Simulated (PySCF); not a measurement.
Input file for PySCF: R-M06-2X/def2-TZVPP on GeH3NO (SMILES [NH2][Ge][OH]), a point of a torsion scan.

```python
from pyscf import gto, dft

mol = gto.M(
    atom='''
    N    -1.05077265   -0.03901183    0.22295236
    Ge    0.37955134   -1.06112224    0.68871313
    O     1.59581255   -0.07487111   -0.20701125
    H    -2.01698618   -0.26206107    0.40378399
    H    -0.99135797    0.77483159   -0.37092001
    H     2.33579668    0.35372572    0.21030190
    ''',
    basis='def2-tzvpp',
    charge=0, spin=0, verbose=4, max_memory=1800)
mf = dft.RKS(mol, xc='m062x').density_fit(auxbasis='def2-universal-jkfit')
mf.grids.level = 4
mf.conv_tol = 1e-9
mf.max_cycle = 150
mf.kernel()
mf.dip_moment()
```

It printed:

```
PySCF version 2.14.0

[INPUT] verbose = 4
[INPUT] num. atoms = 6
[INPUT] num. electrons = 50
[INPUT] charge = 0
[INPUT] spin (= nelec alpha-beta = 2S) = 0
[INPUT] symmetry False subgroup None
[INPUT] Mole.unit = angstrom
[INPUT] Symbol           X                Y                Z      unit          X                Y                Z       unit  Magmom
[INPUT]  1 N     -1.050772650000  -0.039011830000   0.222952360000 AA   -1.985672527683  -0.073721674318   0.421318899225 Bohr   0.0
[INPUT]  2 Ge     0.379551340000  -1.061122240000   0.688713130000 AA    0.717248082812  -2.005230418285   1.301479194092 Bohr   0.0
[INPUT]  3 O      1.595812550000  -0.074871110000  -0.207011250000 AA    3.015648665644  -0.141485892542  -0.391194567204 Bohr   0.0
[INPUT]  4 H     -2.016986180000  -0.262061070000   0.403783990000 AA   -3.811551477233  -0.495223650210   0.763041154584 Bohr   0.0
[INPUT]  5 H     -0.991357970000   0.774831590000  -0.370920010000 AA   -1.873395054705   1.464219497761  -0.700937233021 Bohr   0.0
[INPUT]  6 H      2.335796680000   0.353725720000   0.210301900000 AA    4.414016007868   0.668444734015   0.397412994476 Bohr   0.0

nuclear repulsion = 187.755922566079
number of shells = 56
number of NR pGTOs = 240
number of NR cGTOs = 152
basis = def2-tzvpp
ecp = {}


******** <class 'pyscf.df.df_jk.DFRKS'> ********
method = DFRKS
initial guess = minao
damping factor = 0
level_shift factor = 0
DIIS = <class 'pyscf.scf.diis.CDIIS'>
diis_start_cycle = 1
diis_space = 8
diis_damp = 0
SCF conv_tol = 1e-09
SCF conv_tol_grad = None
SCF max_cycles = 150
direct_scf = False
XC library pyscf.dft.libxc version 7.1.2
    S. Lehtola, C. Steigemann, M. J. T. Oliveira, and M. A. L. Marques,  SoftwareX 7, 1–5 (2018)
XC functionals = m062x
    Y. Zhao and D. G. Truhlar,  Theor. Chem. Acc. 120, 215 (2008)
    Y. Zhao and D. G. Truhlar,  Theor. Chem. Acc. 120, 215 (2008)
radial grids:
    Treutler-Ahlrichs [JCP 102, 346 (1995); DOI:10.1063/1.469408] (M4) radial grids

becke partition: Becke, JCP 88, 2547 (1988); DOI:10.1063/1.454033
pruning grids: <function nwchem_prune>
grids dens level: 4
symmetrized grids: False
atomic radii adjust function: <function treutler_atomic_radii_adjust>
small_rho_cutoff = 0
Set gradient conv threshold to 3.16228e-05
Initial guess from minao.
tot grids = 133448
******** <class 'pyscf.df.df.DF'> ********
auxbasis = def2-universal-jkfit
init E= -2208.22219091648
  HOMO = -0.266978950333964  LUMO = -0.0606236564406757  gap/eV = 5.61521
cycle= 1 E= -2208.72181861461  delta_E= -0.5  |g|= 0.82  |ddm|= 2.01
  HOMO = -0.20552190203338  LUMO = -0.00796709282023045  gap/eV = 5.37574
cycle= 2 E= -2208.6181191625  delta_E= 0.104  |g|= 1.13  |ddm|= 1.05
  HOMO = -0.295612695714008  LUMO = -0.0139987480883832  gap/eV = 7.66311
cycle= 3 E= -2208.83663649589  delta_E= -0.219  |g|= 0.0827  |ddm|= 0.64
  HOMO = -0.295203510055714  LUMO = -0.0144002377217305  gap/eV = 7.64105
cycle= 4 E= -2208.83746777164  delta_E= -0.000831  |g|= 0.0434  |ddm|= 0.0614
  HOMO = -0.296094493727464  LUMO = -0.0138601646091416  gap/eV = 7.67999
cycle= 5 E= -2208.83774117339  delta_E= -0.000273  |g|= 0.0106  |ddm|= 0.0315
  HOMO = -0.295915544316696  LUMO = -0.0136527230340135  gap/eV = 7.68076
cycle= 6 E= -2208.83776387517  delta_E= -2.27e-05  |g|= 0.00314  |ddm|= 0.0083
  HOMO = -0.295779273938441  LUMO = -0.0135367050557136  gap/eV = 7.68021
cycle= 7 E= -2208.837765866  delta_E= -1.99e-06  |g|= 0.000644  |ddm|= 0.00357
  HOMO = -0.29584832751591  LUMO = -0.013608728129114  gap/eV = 7.68013
cycle= 8 E= -2208.83776596464  delta_E= -9.86e-08  |g|= 0.000132  |ddm|= 0.00116
  HOMO = -0.295829268298892  LUMO = -0.0135890255830162  gap/eV = 7.68015
cycle= 9 E= -2208.83776597182  delta_E= -7.18e-09  |g|= 3.1e-05  |ddm|= 0.000315
  HOMO = -0.295830917699757  LUMO = -0.0135911688447052  gap/eV = 7.68013
cycle= 10 E= -2208.83776597224  delta_E= -4.2e-10  |g|= 6.52e-06  |ddm|= 6.09e-05
  HOMO = -0.295830333841779  LUMO = -0.0135906264204522  gap/eV = 7.68013
Extra cycle  E= -2208.83776597226  delta_E= -2.46e-11  |g|= 3.61e-06  |ddm|= 1.65e-05
converged SCF energy = -2208.83776597226
Dipole moment(X, Y, Z, Debye): -0.68258,  0.60157,  0.81143
```

The calculation finished and met its thresholds.

Cost: very roughly 22 core-seconds.
